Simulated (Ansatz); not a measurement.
Total energies of CH₆ClGaSi, SMILES `C[SiH2][GaH][Cl]`.

```json
{"atom": "C1", "x (Å)": "1.2131", "y (Å)": "-1.1285", "z (Å)": "0.3498"}
{"atom": "Si2", "x (Å)": "0.4635", "y (Å)": "0.4275", "z (Å)": "-0.3856"}
{"atom": "Ga3", "x (Å)": "-1.8801", "y (Å)": "0.6879", "z (Å)": "0.0992"}
{"atom": "Cl4", "x (Å)": "-2.7706", "y (Å)": "2.4758", "z (Å)": "-0.7349"}
{"atom": "H5", "x (Å)": "1.1202", "y (Å)": "-1.1316", "z (Å)": "1.4379"}
{"atom": "H6", "x (Å)": "2.2743", "y (Å)": "-1.1963", "z (Å)": "0.0997"}
{"atom": "H7", "x (Å)": "0.7163", "y (Å)": "-2.0220", "z (Å)": "-0.0342"}
{"atom": "H8", "x (Å)": "1.1623", "y (Å)": "1.6372", "z (Å)": "0.1335"}
{"atom": "H9", "x (Å)": "0.6136", "y (Å)": "0.4267", "z (Å)": "-1.8684"}
{"atom": "H10", "x (Å)": "-2.9126", "y (Å)": "-0.1766", "z (Å)": "0.9030"}
```

The species carries charge 0 and has multiplicity 1. Correlated methods include outer-core shells of Ga, which these sets cover unevenly. Scalar relativity is left out up to krypton. The structure was optimised at the PBE0-D4/def2-TZVP level. It is one conformer, not always the lowest. Basis def2-TZVPP, Ansatz 0.2.0.

RPA on PBE orbitals: Hartree–Fock energy of these orbitals -2713.07943 Eh, correlation -1.22449 Eh (frozen core).

```tsv
functional	energy without D4 (Eh)	D4 term (kJ/mol)
LDA (SPW92)	-2710.27073	–
PBE	-2715.66500	-22.1
revPBE	-2716.06245	-57.1
BLYP	-2716.39116	-46.8
r2SCAN	-2716.26790	-5.3
B97M-V	-2715.80401	–
PBE0	-2715.78291	-19.0
B3LYP	-2716.45534	-35.9
r2SCANh	-2716.25327	-5.8
r2SCAN0	-2716.23285	-6.4
HSE06 (plane-wave form)	-2715.76504	-18.0
BHLYP	-2716.30976	-31.5
CAM-B3LYP	-2716.47290	-19.7
LC-ωPBE	-2715.87243	–
ωB97X-V	-2716.05988	–
ωB97M-V	-2716.17695	–
B2PLYP	-2715.70196	–
PBE-QIDH	-2715.27223	–
```

B3LYP takes the VWN-RPA correlation (the form of Gaussian; ORCA's B3LYP/G). HSE06 is the plane-wave form, built on full-range PBE exchange. The double hybrids freeze the cores in their second-order part.

LC-ωPBE has ω = 0.4 bohr⁻¹.
